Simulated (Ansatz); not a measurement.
`C=[N][Al]([SiH3])[SiH3]` + H₂O → SiH₄ + `C=[N][Al]([OH])[SiH3]`  (formal exchange of groups at the Si–Al bond)

Program: Ansatz. Geometries: PBE0-D4/def2-TZVP. ΔE: electronic, gas phase. CBS: MP2 limit from def2 TZ/QZ plus the TZ coupled-cluster correction, frozen cores. This one scheme is used for every species. Functionals use def2-TZVPP. B3LYP here is the variant with VWN-RPA as its local correlation; programs differ in this. Each species was taken in one conformer, which may not be the lowest.

`C=[N][Al]([SiH3])[SiH3]`:

```xyz
13

C    -0.540    2.332   -1.545
N    -0.304    1.314   -0.871
Al    0.027   -0.118    0.078
Si   -0.691   -0.036    2.418
Si    1.150   -1.945   -1.105
H    -1.478    2.464   -2.103
H     0.175    3.164   -1.626
H     0.452   -0.285    3.343
H    -1.288    1.280    2.780
H    -1.711   -1.088    2.704
H     1.346   -1.646   -2.551
H     0.369   -3.213   -1.007
H     2.492   -2.222   -0.515
```

H₂O:

Z-matrix (Å, degrees):
```
O
H 1 0.960
H 1 0.960 2 105.1
```

SiH₄:

Cartesian coordinates in Å:
```
Si 0.000 0.000 0.000
H -0.405 0.962 -1.056
H -0.780 -1.255 -0.147
H -0.263 0.592 1.336
H 1.448 -0.299 -0.133
```

`C=[N][Al]([OH])[SiH3]`:

```xyz
11

C    -1.436   -1.327   -1.706
N    -0.837   -0.914   -0.699
Al    0.038   -0.269    0.674
O    -0.005   -1.060    2.174
Si    1.327    1.779    0.438
H    -0.976   -2.021   -2.428
H    -2.468   -1.028   -1.947
H    -0.489   -1.867    2.342
H     2.771    1.552    0.728
H     1.225    2.319   -0.947
H     0.849    2.837    1.371
```

| level | ΔE (kcal/mol) | difference from CCSD(T)/CBS |
| --- | --- | --- |
| PBE-D4 | -23.8 | 5.4 |
| r2SCAN-D4 | -28.7 | 0.5 |
| PBE0-D4 | -25.3 | 3.9 |
| B3LYP-D4 | -30.0 | -0.8 |
| ωB97X-V | -30.1 | -0.9 |
| ωB97M-V | -31.1 | -1.9 |
| B2PLYP | -31.8 | -2.6 |
| PBE | -24.5 | 4.7 |
| PBE0 | -25.9 | 3.3 |
| B3LYP | -31.0 | -1.8 |
| HF/def2-TZVPP | -35.4 | -6.2 |
| CCSD(T)/def2-TZVPP | -29.7 | -0.5 |
| MP2/def2-QZVPP | -31.7 | -2.5 |
| HF/CBS(def2) | -35.7 | -6.5 |
| MP2/CBS(def2) | -31.5 | -2.3 |
| CCSD/CBS(def2) | -30.1 | -0.9 |
| CCSD(T)/CBS | -29.2 | 0 |

Largest T1 diagnostic among the species: 0.016.

In def2-TZVPP, CCSD(T) changes the Hartree–Fock value by +5.7 kcal/mol (the triples alone add +0.9 kcal/mol) and MP2 by +3.5 kcal/mol. The D4 term adds +1.0 kcal/mol with B3LYP and +0.6 kcal/mol with PBE0; it sums over pairs of atoms, weighted by their polarisabilities, and B3LYP, whose exchange is more repulsive, gets the larger term.
